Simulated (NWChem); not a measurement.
System: PbCl2, singlet; SMILES [Cl][Pb][Cl]

Excerpt of the output:

```
             Northwest Computational Chemistry Package (NWChem) 7.3.0
             --------------------------------------------------------

 C2V symmetry detected

                             Geometry "geometry" -> ""
                             -------------------------

 Output coordinates in angstroms (scale by  1.889725989 to convert to a.u.)

  No.       Tag          Charge          X              Y              Z
 ---- ---------------- ---------- -------------- -------------- --------------
    1 Pb                  82.0000     0.00000000     0.00000000     0.46637478
    2 Cl                  17.0000    -1.90632500     0.00000000    -1.12478622
    3 Cl                  17.0000     1.90632500     0.00000000    -1.12478622

 Effective nuclear repulsion energy (a.u.)     634.2627621834

      Symmetry information
      --------------------

 Group name             C2v
 Group number             16
 Group order               4
 No. of unique centers     2

                                 NWChem DFT Module
                                 -----------------

 Summary of "ao basis" -> "ao basis" (spherical)
 ------------------------------------------------------------------------------
       Tag                 Description            Shells   Functions and Types
 ---------------- ------------------------------  ------  ---------------------
 Pb                         def2-svp                10       26   4s4p2d
 Cl                         def2-svp                 8       18   4s3p1d

      Symmetry analysis of basis
      --------------------------

        a1         25
        a2          7
        b1         19
        b2         11

            General Information
            -------------------
          SCF calculation type: DFT
          Wavefunction type:  closed shell.
          No. of atoms     :     3
          No. of electrons :    56
           Alpha electrons :    28
            Beta electrons :    28
          Charge           :     0
          Spin multiplicity:     1
          Use of symmetry is: on ; symmetry adaption is: on
          Maximum number of iterations: 200
          AO basis - number of functions:    62
                     number of shells:    26
          Convergence on energy requested:  1.00D-06
          Convergence on density requested:  1.00D-05
          Convergence on gradient requested:  5.00D-04

              XC Information
              --------------
                         PBE0 Method XC Functional
                     Hartree-Fock (Exact) Exchange  0.250
          PerdewBurkeErnzerhof Exchange Functional  0.750
            Perdew 1991 LDA Correlation Functional  1.000 local
           PerdewBurkeErnz. Correlation Functional  1.000 non-local

             Grid Information
             ----------------
          Grid used for XC integration:  medium
          Radial quadrature: Mura-Knowles
          Angular quadrature: Lebedev.
          Tag              B.-S. Rad. Rad. Pts. Rad. Cut. Ang. Pts.
          ---              ---------- --------- --------- ---------
          Pb                  1.80      123           8.0       590
          Cl                  1.00       88          10.0       590
          Grid pruning is: on
          Number of quadrature shells:   211
          Spatial weights used:  Erf1

      Superposition of Atomic Density Guess
      -------------------------------------

 Sum of atomic energies:       -1138.00713167

      Non-variational initial energy
      ------------------------------

 Total energy =   -1110.454179
 1-e energy   =   -2004.148622
 2-e energy   =     694.176293
 HOMO         =      -0.330362
 LUMO         =      -0.045213

      Symmetry analysis of molecular orbitals - initial
      -------------------------------------------------

  Numbering of irreducible representations:

     1 a1          2 a2          3 b1          4 b2

  Orbital symmetries:

     1 a1          2 b1          3 a1          4 b1          5 a1
     6 b1          7 b2          8 a1          9 b1         10 a2
    11 a1         12 b1         13 a1         14 b2         15 a1
    16 b1         17 a1         18 a2         19 b2         20 a1
    21 b1         22 a1         23 b1         24 a1         25 b2
    26 a2         27 b1         28 a1         29 b2         30 a1
    31 b1         32 a1         33 b1         34 a1         35 b2
    36 a2         37 a1         38 b2

 ----------------------------------------------
         Quadratically convergent ROKS

 Convergence threshold     :          5.000E-04
 Maximum no. of iterations :          200
 Final Fock-matrix accuracy:          1.000E-08
 ----------------------------------------------

              iter       energy          gnorm     gmax       time
             ----- ------------------- --------- --------- --------
                 1    -1112.7097778725  9.32D-01  2.27D-01      0.4
                 2    -1112.7822977936  3.56D-01  1.04D-01      0.9
                 3    -1112.7844123148  2.18D-01  8.50D-02      1.3
                 4    -1112.7890950491  1.13D-02  7.78D-03      1.8
                 5    -1112.7891384529  1.64D-04  5.96D-05      2.8

         Total DFT energy =    -1112.789138452873
      One electron energy =    -2005.793204571926
           Coulomb energy =      748.261749410339
    Exchange-Corr. energy =      -54.775833374142
 Nuclear repulsion energy =      199.518150082857

 Numeric. integr. density =       55.999999243567

[...]

                         DFT ENERGY GRADIENTS

    atom               coordinates                        gradient
                 x          y          z           x          y          z
   1 Pb      0.000000   0.000000   0.881321    0.000000   0.000000  -0.000025
   2 Cl     -3.602432   0.000000  -2.125538    0.000019   0.000000   0.000013
   3 Cl      3.602432   0.000000  -2.125538   -0.000019   0.000000   0.000013
```

Level: PBE0/def2-SVP with def2 effective core potentials on Pb. Low-valent species are run as closed-shell singlets; no triplet was tried in these runs. All runs use the structure optimised with PBE0/def2-SVP. def2 effective core potentials on Pb; no spin-orbit coupling.

### Question
Reconstruct the input file.

### Answer
One answer among several that fit: the input that was run:
```
start job
memory heap 200 mb stack 900 mb global 1100 mb
geometry units angstroms noautoz
  Pb     0.000000     0.000000     0.469742
  Cl    -1.906325     0.000000    -1.121419
  Cl     1.906325     0.000000    -1.121419
end
basis spherical
  * library def2-svp
end
ecp
  Pb library def2-ecp
end
dft
  xc pbe0
  iterations 200
  cgmin
end
task dft gradient
```
